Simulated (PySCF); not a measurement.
CH7BO3Si (SMILES COB(O)O[SiH3]), singlet, at a GFN2-xTB geometry, with bond 12-10 at 2.4 times its length; CASSCF(2,4)/STO-3G in PySCF.

PySCF was given this input:
```python
from pyscf import gto, scf, mcscf
import numpy

mol = gto.M(
    atom='''
B     0.01405389   -0.19131819    0.65694169
O    -0.15877766   -0.40385536    1.99276833
H    -0.86799166    0.10994154    2.37640450
O     0.97625304   -0.83767585   -0.04150329
C     1.86082262   -1.77011336    0.54623472
H     1.68260802   -1.86009923    1.61782411
H     1.71136096   -2.73913662    0.06540493
H     2.88349212   -1.43148692    0.36849819
O    -0.78192185    0.67938671    0.00062438
Si   -0.98120636    1.26279344   -1.49815851
H     0.21799019    1.98597786   -1.92271458
H    -3.71875597    3.39408910   -0.96571251
H    -1.28835196    0.17928889   -2.43212418
''',
    basis='sto-3g',
    verbose=4,
)

mf = scf.RHF(mol)
mf.kernel()
mc = mcscf.CASSCF(mf, 4, 2)
mc.fix_spin_(ss=0.0)
mc = mc.newton()
mc.kernel()
occ = numpy.linalg.eigvalsh(mc.fcisolver.make_rdm1(mc.ci, mc.ncas, mc.nelecas))[::-1]
ss = mc.fcisolver.spin_square(mc.ci, mc.ncas, mc.nelecas)[0]
print('natural occupations', occ.round(4), ' <S^2>', round(ss, 4))
```

What the program printed (banner, timings and long lists left out):

```
PySCF version 2.14.0

[INPUT] verbose = 4
[INPUT] num. atoms = 13
[INPUT] num. electrons = 56
[INPUT] charge = 0
[INPUT] spin (= nelec alpha-beta = 2S) = 0
[INPUT] symmetry False subgroup None
[INPUT] Mole.unit = angstrom
[INPUT] Symbol           X                Y                Z      unit          X                Y                Z       unit  Magmom
[...]
nuclear repulsion = 293.104386504277
number of shells = 27
number of NR pGTOs = 123
number of NR cGTOs = 41
basis = sto-3g
ecp = {}

******** <class 'pyscf.scf.hf.RHF'> ********
method = RHF
initial guess = minao
damping factor = 0
level_shift factor = 0
DIIS = <class 'pyscf.scf.diis.CDIIS'>
diis_start_cycle = 1
diis_space = 8
diis_damp = 0
SCF conv_tol = 1e-09
SCF conv_tol_grad = None
SCF max_cycles = 50
direct_scf = True
direct_scf_tol = 1e-13
Set gradient conv threshold to 3.16228e-05
Initial guess from minao.
init E= -573.673043160553
[...]
cycle= 1 E= -572.551957593566  delta_E= 1.12  |g|= 0.665  |ddm|= 4.37
[...]
cycle= 2 E= -572.538599417167  delta_E= 0.0134  |g|= 0.437  |ddm|=    3
[...]
cycle= 3 E= -572.716504060569  delta_E= -0.178  |g|= 0.264  |ddm|= 2.74
[...]
cycle= 4 E= -572.812702934502  delta_E= -0.0962  |g|= 0.0359  |ddm|= 1.09
[...]
cycle= 5 E= -572.813869110989  delta_E= -0.00117  |g|= 0.00659  |ddm|= 0.119
[...]
cycle= 6 E= -572.813888368791  delta_E= -1.93e-05  |g|= 0.00287  |ddm|= 0.0138
[...]
cycle= 7 E= -572.813892741476  delta_E= -4.37e-06  |g|= 0.00132  |ddm|= 0.00454
[...]
cycle= 8 E= -572.813893875285  delta_E= -1.13e-06  |g|= 0.000474  |ddm|= 0.00253
[...]
cycle= 9 E= -572.813894026207  delta_E= -1.51e-07  |g|= 0.000176  |ddm|= 0.000855
[...]
cycle= 10 E= -572.813894050343  delta_E= -2.41e-08  |g|= 3.31e-05  |ddm|= 0.000426
[...]
cycle= 11 E= -572.813894051242  delta_E= -8.99e-10  |g|= 1.65e-06  |ddm|= 0.000102
[...]
Extra cycle  E= -572.813894051242  delta_E= -6.82e-13  |g|= 7.88e-07  |ddm|= 4.21e-06
converged SCF energy = -572.813894051242

******** <class 'pyscf.mcscf.newton_casscf.CASSCF'> ********
CAS (1e+1e, 4o), ncore = 27, nvir = 10
max_cycle_macro = 50
max_cycle_micro = 10
conv_tol = 1e-07
conv_tol_grad = None
orbital rotation max_stepsize = 0.03
augmented hessian ah_max_cycle = 30
augmented hessian ah_conv_tol = 1e-12
augmented hessian ah_linear dependence = 1e-14
augmented hessian ah_level shift = 1e-08
augmented hessian ah_start_tol = 500
augmented hessian ah_start_cycle = 3
augmented hessian ah_grad_trust_region = 3
kf_trust_region = 3
kf_interval = 5
natorb = False
canonicalization = True
internal_rotation = False
******** <class 'pyscf.fci.addons.SpinPenaltyFCISolver'> ********
max. cycles = 50
conv_tol = 1e-08
davidson only = True
linear dependence = 1e-12
level shift = 0.001
max iter space = 12
nroots = 1
pspace_size = 400
spin = None

WARN: SO-CASSCF (Second order CASSCF) is an experimental feature. Its performance is bad for large systems.

CASCI E = -572.998553540983  dE = -572.99855  S^2 = 0.0000000
Set conv_tol_grad to 0.000316228
macro 1 (29 JK  22 micro), CASSCF E = -573.003601440292  dE = -0.005048  |grad|=0.00193  S^2 = 0.0000000
macro 2 (33 JK  25 micro), CASSCF E = -573.003604303273  dE = -2.863e-06  |grad|=0.000529  S^2 = 0.0000000
macro 3 (30 JK  24 micro), CASSCF E = -573.003604829431  dE = -5.262e-07  |grad|=0.000692  S^2 = 0.0000000
macro 4 (29 JK  23 micro), CASSCF E = -573.003605451738  dE = -6.223e-07  |grad|=0.000945  S^2 = 0.0000000
macro 5 (9 JK  5 micro), CASSCF E = -573.003605467315  dE = -1.558e-08  |grad|=3.26e-05  S^2 = 0.0000000
newton CASSCF converged in 5 macro (21 KF 109 Hx) steps
CASSCF canonicalization
Density matrix diagonal elements [1.14023073e+00 8.59701796e-01 1.99426508e-06 6.54770409e-05]
CASSCF energy = -573.003605467315
CASCI E = -573.003605467315  E(CI) = -0.899988295080107  S^2 = 0.0000000
natural occupations [1.1426 0.8574 0.     0.    ]  <S^2> 0.0
```
